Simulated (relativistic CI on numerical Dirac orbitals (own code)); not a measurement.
**One change at a time: Ba XIX**

Base calculation: Dirac-Coulomb-Breit CI, KLI orbitals optimised for each configuration, model QED, unscaled Slater integrals.

Configuration list (outside the closed core [Ar] 3d10): 4s²4p⁶4d², 4s²4p⁵4d³, 4s²4p⁶4d4f, 4s4p⁶4d³, 4s²4p⁵4d²4f, 4s²4p⁶4d5s, 4s4p⁶4d²4f, 4s²4p⁶4d5p, 4s²4p⁶4f5s, 4s²4p⁶4d5d, 4s²4p⁶4f², 4s²4p⁵4f³, 4s4p⁶4f³, 4s²4p⁶4f5p, 4s²4p⁵4f²5p, 4s4p⁶4f²5p, 4s²4p⁶5s², 4s²4p⁵4f5s², 4s4p⁶4f5s². Double excitations out of closed p, d and f shells are left out; levels of such configurations are missing from the list, as are those of other unlisted configurations, and high levels can miss mixing partners.

The lowest level and the first level of each name with at least 55 % of one term (blank where a level has no safe partner in the second run):

| Level | Base (cm⁻¹) | Shift (cm⁻¹) |
| --- | --- | --- |
| 4s²4p⁶4d² ³F2 | 0 | 0 |
| 4s²4p⁶4d² ³F3 | 23084 | -23084 |
| 4s²4p⁶4d² ³P0 | 35140 | -9833 |
| 4s²4p⁶4d² ³F4 | 40408 | -40408 |
| 4s²4p⁶4d² ³P1 | 48775 | -23468 |
| 4s²4p⁶4d² ¹G4 | 70198 | -33733 |
| 4s²4p⁶4d² ¹S0 | 137804 | -36057 |
| 4s²4p⁵4d³ ⁵D°1 | 717509 | -47736 |
| 4s²4p⁵4d³ ⁵D°0 | 723675 | -53901 |
| 4s²4p⁵4d³ ⁵S°2 | 730640 |  |
| 4s²4p⁵4d³ ⁵G°6 | 758584 | -64182 |
| 4s²4p⁵4d³ ³G°3 | 759750 |  |
| 4s²4p⁵4d³ ³P°0 | 782854 | -65455 |
| 4s²4p⁵4d³ ³I°7 | 802544 | -62626 |

At this charge energies of transitions that change n are usually good to better than 1 %, and those within a shell (Δn = 0) to a few per cent. Terms inside the open d or f shell come out 10 to 20 % too wide with unscaled integrals.

(1) One thing was changed in a second run, which moved the levels as shown. Which?
A. QED terms removed
B. Breit term removed
C. non-relativistic limit
D. configuration mixing switched off
E. P86 correlation estimate
F. only the first 3 configurations

Answers

(1) C. Non-relativistic limit. Without relativity the fine structure collapses and s electrons lose their extra binding.

LS names give the leading component of a level, which can be under half, so a name can repeat, a term be missing and a line seem to break the LS rules.
